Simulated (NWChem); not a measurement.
System: Te cation, quartet

Output (shortened):

```
             Northwest Computational Chemistry Package (NWChem) 7.3.0
             --------------------------------------------------------

                             Geometry "geometry" -> ""
                             -------------------------

 Output coordinates in angstroms (scale by  1.889725989 to convert to a.u.)

  No.       Tag          Charge          X              Y              Z
 ---- ---------------- ---------- -------------- -------------- --------------
    1 Te                  52.0000     0.00000000     0.00000000     0.00000000

 Effective nuclear repulsion energy (a.u.)       0.0000000000

                                 NWChem DFT Module
                                 -----------------

 Summary of "ao basis" -> "ao basis" (spherical)
 ------------------------------------------------------------------------------
       Tag                 Description            Shells   Functions and Types
 ---------------- ------------------------------  ------  ---------------------
 Te                         def2-svp                10       26   4s4p2d

            General Information
            -------------------
          SCF calculation type: DFT
          Wavefunction type:  spin polarized.
          No. of atoms     :     1
          No. of electrons :    23
           Alpha electrons :    13
            Beta electrons :    10
          Charge           :     1
          Spin multiplicity:     4
          Use of symmetry is: off; symmetry adaption is: off
          Maximum number of iterations: 150
          AO basis - number of functions:    26
                     number of shells:    10
          Convergence on energy requested:  1.00D-06
          Convergence on density requested:  1.00D-05
          Convergence on gradient requested:  5.00D-04

              XC Information
              --------------
                         PBE0 Method XC Functional
                     Hartree-Fock (Exact) Exchange  0.250
          PerdewBurkeErnzerhof Exchange Functional  0.750
            Perdew 1991 LDA Correlation Functional  1.000 local
           PerdewBurkeErnz. Correlation Functional  1.000 non-local

             Grid Information
             ----------------
          Grid used for XC integration:  medium
          Radial quadrature: Mura-Knowles
          Angular quadrature: Lebedev.
          Tag              B.-S. Rad. Rad. Pts. Rad. Cut. Ang. Pts.
          ---              ---------- --------- --------- ---------
          Te                  1.40      123           5.0       590
          Grid pruning is: on
          Number of quadrature shells:   123
          Spatial weights used:  Erf1

      Superposition of Atomic Density Guess
      -------------------------------------

 Sum of atomic energies:        -311.22371841

 Renormalizing density from      24.00 to     23

      Non-variational initial energy
      ------------------------------

 Total energy =    -263.623311
 1-e energy   =    -447.247158
 2-e energy   =     183.623847
 HOMO         =      -0.646453
 LUMO         =      -0.646453

     ---------------------------------------------
      Total Density - Mulliken Population Analysis
     ---------------------------------------------

    Atom       Charge   Shell Charges
 -----------   ------   -------------------------------------------------------
    1 Te  24    23.00   1.77  0.29  1.59  0.35  2.87  3.19  1.93  1.00  9.96  0.04

     --------------------------------------------
      Spin Density - Mulliken Population Analysis
     --------------------------------------------

    Atom       Charge   Shell Charges
 -----------   ------   -------------------------------------------------------
    1 Te  24     3.00   0.00  0.00  0.00  0.00 -0.11  0.13  1.98  1.00  0.00  0.00

   convergence    iter        energy       DeltaE   RMS-Dens  Diis-err
 ---------------- ----- ----------------- --------- --------- ---------
 d= 0,ls=0.0,diis     1   -267.6259342936 -2.68D+02  1.46D-02  2.21D-01
                                                     1.06D-02  1.84D-01
 d= 0,ls=0.0,diis     2   -267.6614178385 -3.55D-02  5.68D-03  2.43D-02
                                                     5.10D-03  2.07D-02
 d= 0,ls=0.0,diis     3   -267.6668983573 -5.48D-03  3.99D-04  7.18D-05
                                                     3.28D-04  3.75D-05
 d= 0,ls=0.0,diis     4   -267.6669201759 -2.18D-05  1.08D-05  9.47D-08
                                                     1.56D-05  1.61D-07
 d= 0,ls=0.0,diis     5   -267.6669202047 -2.88D-08  2.97D-07  1.66D-11
                                                     5.31D-07  7.82D-11

         Total DFT energy =     -267.666920204674
      One electron energy =     -459.226500712131
           Coulomb energy =      212.093787855834
    Exchange-Corr. energy =      -20.534207348377
 Nuclear repulsion energy =        0.000000000000

 Numeric. integr. density =       23.000000099235

                    DFT Final Alpha Molecular Orbital Analysis
                    ------------------------------------------

 Vector   11  Occ=1.000000D+00  E=-5.809977D-01
              MO Center= -1.1D-13,  1.1D-13, -2.2D-13, r^2= 2.0D+00
   Bfn.  Coefficient  Atom+Function         Bfn.  Coefficient  Atom+Function
  ----- ------------  ---------------      ----- ------------  ---------------
    13      0.607884  1 Te pz                11     -0.420957  1 Te px
    16      0.344730  1 Te pz                14     -0.238724  1 Te px
    10     -0.215894  1 Te pz                 7     -0.169545  1 Te pz
     8      0.149506  1 Te px                 5      0.117409  1 Te px
    12     -0.091518  1 Te py                15     -0.051900  1 Te py

 Vector   12  Occ=1.000000D+00  E=-5.809977D-01
              MO Center= -3.8D-14, -8.6D-15, -1.4D-14, r^2= 2.0D+00
   Bfn.  Coefficient  Atom+Function         Bfn.  Coefficient  Atom+Function
  ----- ------------  ---------------      ----- ------------  ---------------
    12      0.736536  1 Te py                15      0.417688  1 Te py
     9     -0.261585  1 Te py                 6     -0.205427  1 Te py
    11     -0.105867  1 Te px                14     -0.060037  1 Te px
     8      0.037599  1 Te px                13      0.037575  1 Te pz
     5      0.029527  1 Te px

 Vector   13  Occ=1.000000D+00  E=-5.809977D-01
              MO Center=  5.7D-14, -2.0D-15,  4.5D-14, r^2= 2.0D+00
   Bfn.  Coefficient  Atom+Function         Bfn.  Coefficient  Atom+Function
  ----- ------------  ---------------      ----- ------------  ---------------
    11      0.605550  1 Te px                13      0.429149  1 Te pz
    14      0.343407  1 Te px                16      0.243370  1 Te pz
     8     -0.215065  1 Te px                 5     -0.168894  1 Te px
    10     -0.152415  1 Te pz                 7     -0.119694  1 Te pz
    12      0.065147  1 Te py                15      0.036944  1 Te py

 Vector   14  Occ=0.000000D+00  E=-4.798691D-02
              MO Center= -3.9D-13, -4.9D-14, -1.5D-13, r^2= 3.8D+00
   Bfn.  Coefficient  Atom+Function         Bfn.  Coefficient  Atom+Function
  ----- ------------  ---------------      ----- ------------  ---------------
     3      2.273669  1 Te s                  4     -2.072063  1 Te s
     2     -0.404634  1 Te s                  1     -0.308050  1 Te s

 Vector   15  Occ=0.000000D+00  E= 2.633593D-02
              MO Center= -4.9D-14,  6.6D-13,  1.8D-13, r^2= 2.0D+00
   Bfn.  Coefficient  Atom+Function         Bfn.  Coefficient  Atom+Function
  ----- ------------  ---------------      ----- ------------  ---------------
    26      0.755283  1 Te d  2              23     -0.457482  1 Te d -1
    25     -0.447310  1 Te d  1              24      0.292797  1 Te d  0
    21     -0.280222  1 Te d  2              22      0.222799  1 Te d -2
    18      0.169733  1 Te d -1              20      0.165959  1 Te d  1
    19     -0.108632  1 Te d  0              17     -0.082662  1 Te d -2

 Vector   16  Occ=0.000000D+00  E= 2.633593D-02
              MO Center= -5.8D-13, -1.9D-13, -2.4D-13, r^2= 2.0D+00
   Bfn.  Coefficient  Atom+Function         Bfn.  Coefficient  Atom+Function
  ----- ------------  ---------------      ----- ------------  ---------------
    25     -0.628489  1 Te d  1              24      0.586675  1 Te d  0
    23      0.499033  1 Te d -1              26     -0.334009  1 Te d  2
    20      0.233179  1 Te d  1              19     -0.217666  1 Te d  0
    18     -0.185149  1 Te d -1              21      0.123923  1 Te d  2
    22      0.124166  1 Te d -2              17     -0.046068  1 Te d -2

                     DFT Final Beta Molecular Orbital Analysis
                     -----------------------------------------

 Vector    8  Occ=1.000000D+00  E=-1.952492D+00
              MO Center=  1.6D-15,  2.7D-15, -8.8D-16, r^2= 3.0D-01
   Bfn.  Coefficient  Atom+Function         Bfn.  Coefficient  Atom+Function
  ----- ------------  ---------------      ----- ------------  ---------------
    17      0.660572  1 Te d -2              21     -0.505913  1 Te d  2
    18     -0.406709  1 Te d -1              19     -0.336342  1 Te d  0
    20     -0.039978  1 Te d  1              22      0.027114  1 Te d -2

 Vector    9  Occ=1.000000D+00  E=-1.952492D+00
              MO Center=  1.4D-15,  7.9D-16, -1.8D-16, r^2= 3.0D-01
   Bfn.  Coefficient  Atom+Function         Bfn.  Coefficient  Atom+Function
  ----- ------------  ---------------      ----- ------------  ---------------
    17      0.719936  1 Te d -2              21      0.441446  1 Te d  2
    18      0.366008  1 Te d -1              19      0.281917  1 Te d  0
    20      0.214050  1 Te d  1              22      0.029551  1 Te d -2

 Vector   10  Occ=1.000000D+00  E=-8.495415D-01
              MO Center= -7.1D-14,  1.1D-14, -1.0D-14, r^2= 1.3D+00
   Bfn.  Coefficient  Atom+Function         Bfn.  Coefficient  Atom+Function
  ----- ------------  ---------------      ----- ------------  ---------------
     3      1.013236  1 Te s                  1     -0.385729  1 Te s
     2     -0.384740  1 Te s                  4      0.244872  1 Te s

 Vector   11  Occ=0.000000D+00  E=-4.112902D-01
              MO Center= -4.4D-14,  2.3D-15, -2.1D-14, r^2= 2.1D+00
   Bfn.  Coefficient  Atom+Function         Bfn.  Coefficient  Atom+Function
  ----- ------------  ---------------      ----- ------------  ---------------
    13      0.499567  1 Te pz                16      0.364368  1 Te pz
    12     -0.325256  1 Te py                11     -0.312592  1 Te px
    15     -0.237231  1 Te py                14     -0.227995  1 Te px
    10     -0.185985  1 Te pz                 7     -0.144624  1 Te pz
     9      0.121090  1 Te py                 8      0.116376  1 Te px

 Vector   12  Occ=0.000000D+00  E=-4.112902D-01
              MO Center= -2.3D-15, -5.4D-14, -2.2D-14, r^2= 2.1D+00
   Bfn.  Coefficient  Atom+Function         Bfn.  Coefficient  Atom+Function
  ----- ------------  ---------------      ----- ------------  ---------------
    12      0.524665  1 Te py                11     -0.413432  1 Te px
    15      0.382674  1 Te py                14     -0.301544  1 Te px
     9     -0.195329  1 Te py                 8      0.153918  1 Te px
     6     -0.151890  1 Te py                 5      0.119688  1 Te px
    13      0.082902  1 Te pz                16      0.060466  1 Te pz

 Vector   13  Occ=0.000000D+00  E=-4.112902D-01
              MO Center= -3.9D-14,  5.9D-15, -1.1D-15, r^2= 2.1D+00
   Bfn.  Coefficient  Atom+Function         Bfn.  Coefficient  Atom+Function
  ----- ------------  ---------------      ----- ------------  ---------------
    13      0.443433  1 Te pz                11      0.429456  1 Te px
    16      0.323426  1 Te pz                14      0.313232  1 Te px
    12      0.268342  1 Te py                15      0.195720  1 Te py
    10     -0.165087  1 Te pz                 8     -0.159883  1 Te px
     7     -0.128373  1 Te pz                 5     -0.124327  1 Te px

     ---------------------------------------------
      Total Density - Mulliken Population Analysis
     ---------------------------------------------

    Atom       Charge   Shell Charges
 -----------   ------   -------------------------------------------------------
    1 Te  24    23.00   1.77  0.28  1.53  0.42  2.90  3.13  1.87  1.10  9.83  0.17

     --------------------------------------------
      Spin Density - Mulliken Population Analysis
     --------------------------------------------

    Atom       Charge   Shell Charges
 -----------   ------   -------------------------------------------------------
    1 Te  24     3.00  -0.00 -0.00 -0.01  0.01 -0.11  0.13  1.88  1.10 -0.02  0.02

     -------------------------------------------
      Total Density - Lowdin Population Analysis
     -------------------------------------------

    Atom       Charge   Shell Charges
 -----------   ------   -------------------------------------------------------
    1 Te  24    23.00   1.24  0.76  1.20  0.81  2.74  3.15  1.83  1.28  9.57  0.43

     ------------------------------------------
      Spin Density - Lowdin Population Analysis
     ------------------------------------------

    Atom       Charge   Shell Charges
 -----------   ------   -------------------------------------------------------
    1 Te  24     3.00  -0.00 -0.00 -0.01  0.01 -0.00  0.18  1.54  1.28 -0.02  0.02

   alpha - beta orbital overlaps
   -----------------------------

   alpha      1      2      3      4      5      6      7      8      9     10
    beta      1      2      3      4      5      6      9      7      8     10
 overlap   1.000  0.894  1.000  0.894  0.940  0.885  0.912  0.831  0.838  1.000

   alpha     11     12     13     14     15     16     17     18     19     20
    beta     11     12     13     14     19     19     15     18     17     20
 overlap   0.926  0.863  0.932  1.000  0.679  0.620  0.789  0.683  0.715  0.965

   alpha     21     22     23     24     25     26
    beta     21     22     23     25     24     26
 overlap   0.952  0.974  0.911  0.869  0.940  1.000

     --------------------------
     Expectation value of S2:
     --------------------------
      <S2> =      3.7506 (Exact =     3.7500)
```

Level: PBE0/def2-SVP with def2 effective core potentials on Te, spin-unrestricted. No stability test was run on the SCF state. def2 effective core potentials on Te; no spin-orbit coupling.

**Question.** Write an input that gives this output.

**Answer.** Several could match; the one computed here: the input that was run:
```
start job
memory heap 200 mb stack 900 mb global 1100 mb
charge 1
geometry units angstroms noautoz
  Te     0.000000     0.000000     0.000000
end
basis spherical
  * library def2-svp
end
ecp
  Te library def2-ecp
end
dft
  odft
  mult 4
  xc pbe0
  iterations 150
  mulliken
end
task dft energy
```
